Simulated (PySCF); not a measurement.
# `C[C@]1(S)C[C@H]2[C@H](F)[C@H]21`, C$_{6}$H$_{9}$FS

Geometry:
```csv
atom,x (Å),y (Å),z (Å)
C1,1.711,0.843,-0.432
C2,0.429,0.035,-0.462
S3,0.523,-1.243,-1.789
C4,-0.864,0.880,-0.549
C5,-1.254,0.384,0.837
C6,-1.368,-1.104,0.795
F7,-1.838,-1.711,1.917
C8,-0.011,-0.482,0.902
H9,2.559,0.202,-0.195
H10,1.885,1.306,-1.401
H11,1.644,1.621,0.326
H12,1.546,-1.907,-1.258
H13,-1.549,0.602,-1.349
H14,-0.666,1.948,-0.599
H15,-1.715,0.975,1.610
H16,-1.688,-1.640,-0.092
H17,0.649,-0.695,1.728
```

The calculation used TDDFT CAM-B3LYP/def2-SVPD circular dichroism and optical rotation, one conformer, gas phase in PySCF. Geometry: GFN2-xTB.

The molecule is flexible and this is one conformer; a measurement averages over conformers.

Question: Assign R or S to each stereocentre.

Answer: C2 S, C5 R, C6 S, C8 S.

Question: List the lowest 8 singlet excitations with oscillator and rotatory strengths.

Answer: Rotatory strengths R in 10⁻⁴⁰ esu² cm², velocity form and length form (origin at the centre of mass); f in length form.
| state | E (eV) | λ (nm) | f | R (velocity) | R (length) | main |
| --- | --- | --- | --- | --- | --- | --- |
| 1 | 5.53 | 224 | 0.002 | -5.2 | -5.4 | HOMO→LUMO+1 0.44, HOMO→LUMO 0.37 |
| 2 | 6.22 | 199 | 0.038 | +3.8 | +3.9 | HOMO→LUMO 0.47, HOMO→LUMO+1 0.45 |
| 3 | 7.30 | 170 | 0.014 | -6.5 | -6.7 | HOMO→LUMO+3 0.73, HOMO→LUMO+5 0.08 |
| 4 | 7.45 | 166 | 0.002 | -15.7 | -15.2 | HOMO−1→LUMO 0.69, HOMO−1→LUMO+1 0.09 |
| 5 | 7.47 | 166 | 0.014 | +3.2 | +3.0 | HOMO→LUMO+2 0.43, HOMO→LUMO+3 0.12 |
| 6 | 7.80 | 159 | 0.020 | +42.7 | +42.4 | HOMO→LUMO+5 0.57, HOMO→LUMO+4 0.09 |
| 7 | 7.83 | 158 | 0.024 | -17.0 | -16.9 | HOMO−2→LUMO 0.28, HOMO→LUMO+4 0.23 |
| 8 | 7.89 | 157 | 0.033 | +6.8 | +7.0 | HOMO−2→LUMO 0.20, HOMO−1→LUMO+2 0.17 |

Among the states computed, the strongest CD band (largest |R|) is state 6. The largest dissymmetry factor in size, g = 4R/(D+G), with D and G the electric and magnetic dipole strengths, is -0.1 for state 4 (velocity form, f = 0.002), among bands with |R| over 0.5. The mirror image has the same energies and oscillator strengths and all R with the opposite sign.
